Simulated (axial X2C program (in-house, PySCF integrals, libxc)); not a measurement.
## Density and ELF of RuTe⁺

All values were computed with an axial X2C code built on PySCF integrals. Two-component (2c) means X2C with spin–orbit coupling and atomic mean-field two-electron Coulomb and Gaunt terms. Basis: Te dyall-cv3z [11s12p8d4f1g], Ru dyall-cv3z [12s12p8d5f3g] (cores contracted in-house); Gaussian nuclei, density fitting, unrestricted open shells. Masses: Te 129.906 u, Ru 101.904 u.

PBE0, two-component, state Ω = 5/2 (⟨Sz⟩ = 2.47, ⟨Lz⟩ = 0.03 at PBE0); Te at z = 0, Ru at z = 2.474 Å.

The maps cover the half plane through the axis: z from -2.4 to 4.8 Å along the bond, ρ from 0.15 to 2.25 Å away from it.

log10 of the density in e/bohr³:

```
 ρ\z  -2.4  -1.8  -1.2  -0.6   0.0   0.6   1.2   1.8   2.4   3.0   3.6   4.2   4.8
0.15  -3.2  -2.2  -1.3  -0.2   1.8  -0.2  -1.0  -0.3   1.6   0.0  -1.4  -2.7  -3.8
0.45  -3.2  -2.3  -1.4  -0.6   0.4  -0.6  -1.1  -0.6   0.2  -0.3  -1.5  -2.7  -3.8
0.75  -3.4  -2.4  -1.6  -1.0  -0.6  -1.0  -1.3  -1.0  -0.5  -0.8  -1.8  -2.8  -3.8
1.05  -3.5  -2.7  -1.9  -1.3  -1.1  -1.3  -1.6  -1.4  -1.2  -1.4  -2.1  -3.0  -4.0
1.35  -3.7  -2.9  -2.2  -1.7  -1.5  -1.7  -1.9  -1.9  -1.8  -2.0  -2.5  -3.2  -4.1
1.65  -4.0  -3.2  -2.6  -2.1  -2.0  -2.1  -2.2  -2.3  -2.3  -2.5  -2.9  -3.5  -4.3
1.95  -4.3  -3.6  -3.0  -2.6  -2.4  -2.5  -2.6  -2.7  -2.8  -2.9  -3.3  -3.9  -4.6
2.25  -4.6  -3.9  -3.4  -3.0  -2.9  -2.9  -3.0  -3.1  -3.2  -3.4  -3.7  -4.2  -4.9
```

Electron localisation function (collinear form, no current term, damped to 0 at low density):

```
 ρ\z  -2.4  -1.8  -1.2  -0.6   0.0   0.6   1.2   1.8   2.4   3.0   3.6   4.2   4.8
0.15  0.12  0.66  0.74  0.48  0.77  0.47  0.50  0.57  0.72  0.71  0.11  0.01  0.00
0.45  0.10  0.62  0.78  0.29  0.76  0.26  0.54  0.55  0.51  0.76  0.15  0.01  0.00
0.75  0.06  0.55  0.80  0.40  0.28  0.32  0.57  0.39  0.61  0.55  0.17  0.02  0.00
1.05  0.03  0.43  0.78  0.73  0.51  0.60  0.55  0.29  0.31  0.34  0.16  0.03  0.00
1.35  0.01  0.28  0.69  0.80  0.75  0.66  0.47  0.26  0.20  0.24  0.13  0.02  0.00
1.65  0.00  0.13  0.53  0.72  0.71  0.56  0.34  0.22  0.17  0.18  0.09  0.01  0.00
1.95  0.00  0.04  0.29  0.52  0.53  0.38  0.19  0.15  0.13  0.11  0.05  0.00  0.00
2.25  0.00  0.01  0.09  0.25  0.28  0.18  0.09  0.07  0.07  0.04  0.01  0.00  0.00
```

Axial spin density in 10⁻³ e/bohr³:

```
 ρ\z  -2.4  -1.8  -1.2  -0.6   0.0   0.6   1.2   1.8    2.4    3.0  3.6  4.2  4.8
0.15   0.0  -0.2  -1.3  -1.3  62.9  -0.3  -5.6  95.3  326.1  150.0  9.8  0.4  0.0
0.45   0.0   0.0   0.8   5.5   4.4   5.2  -4.8  30.1  210.3   64.9  5.8  0.3  0.0
0.75   0.0   0.2   2.6  15.7  20.5  13.8  -1.8  12.4  125.6   38.0  3.2  0.2  0.0
1.05   0.0   0.3   2.8  14.3  25.2  12.8   0.8   7.7   41.2   18.4  2.1  0.2  0.0
1.35   0.0   0.3   1.9   8.2  13.9   7.7   1.6   4.3   13.3    7.5  1.3  0.1  0.0
1.65   0.0   0.2   1.1   3.8   6.0   3.7   1.2   2.1    4.5    2.9  0.7  0.1  0.0
1.95   0.0   0.1   0.5   1.6   2.3   1.6   0.7   0.9    1.6    1.1  0.3  0.1  0.0
2.25   0.0   0.1   0.2   0.6   0.8   0.6   0.3   0.4    0.6    0.4  0.1  0.0  0.0
```

The state is a single determinant with fixed occupations, the lowest that a limited PBE0 search found. Density functionals use the spin component along the axis (collinear). Other states lie close and PBE0, whose exact exchange favours high spin, may order them wrongly; the determinant shown need not be the ground state. The nearest other 2c determinant of the search, Ω = 3/2, lies 0.44 eV up at the distance of the search. With several unpaired electrons one determinant need not be a pure state. This is the top spin component of a Σ state; components of lower Ω are not single determinants and can lie lower.
